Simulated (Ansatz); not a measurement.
A structure drawn as `CSB(N)F`, with this starting geometry:

```xyz
10

C    -1.140   -0.306    1.127
S    -1.162    0.759   -0.345
B     0.346   -0.084   -1.147
N     1.757    0.540   -0.857
F     0.188   -1.158   -2.060
H    -0.241   -0.248    1.655
H    -2.022   -0.051    1.750
H    -1.302   -1.367    0.742
H     1.838    0.425    0.212
H     1.740    1.490   -1.077
```

Total charge 0; spin multiplicity 1.

(1) Does it keep its bonds when Ansatz relaxes it at PBE-D4/def2-SVP and then PBE0-D4/def2-TZVP?

(2) Give the relaxed structure. (Best estimate.)

Atoms count as bonded under 1.1 times the sum of their covalent radii (H–H under 0.85 Å, pairs among N, O and F under 1.55 Å), and a drawn bond as lost past 1.3 times.

Answers

(1) Yes, every drawn bond is still there and no new one forms.

(2) Computed: 
Z-matrix (Å, degrees):
```
C
S 1 1.810
H 1 1.088 2 110.9
H 1 1.088 2 110.9 3 122.3
H 1 1.089 2 106.7 3 -118.9
B 2 1.816 1 101.2 3 -60.9
F 6 1.341 2 119.7 1 -0.1
N 6 1.396 2 121.5 1 179.9
H 8 1.003 6 123.5 2 -0.0
H 8 1.005 6 121.7 2 180.0
```
No frequency check was run.
